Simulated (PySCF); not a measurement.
B(Cl)(F)(NHMe) (CH4BClFN), SMILES B(F)(NC)Cl.

Coordinates come from a r2SCAN-D4/def2-SVP optimisation. The structure was generated by enumeration, and PubChem lists no compound with its InChIKey, so it may never have been made. The values are those of a single conformer.

Two levels are set side by side: PBE/def2-TZVP (PySCF) and r2SCAN/def2-TZVP (PySCF). Same geometry, gas phase. Differences are taken from unrounded values.

```
quantity                     r2SCAN    PBE  PBE minus r2SCAN
---------------------------  ------  -----  ----------------
orbital gap (eV)               7.14   6.46             -0.68
highest occupied level (eV)   -6.77  -6.49              0.28
lowest empty level (eV)        0.37  -0.03             -0.40
dipole moment (D)              2.95   2.93             -0.02
mean polarisability (bohr³)    46.6   48.1               1.5
```

Rough cost on one machine, each run with all the roots and properties that it gave: r2SCAN against PBE about 4 times.
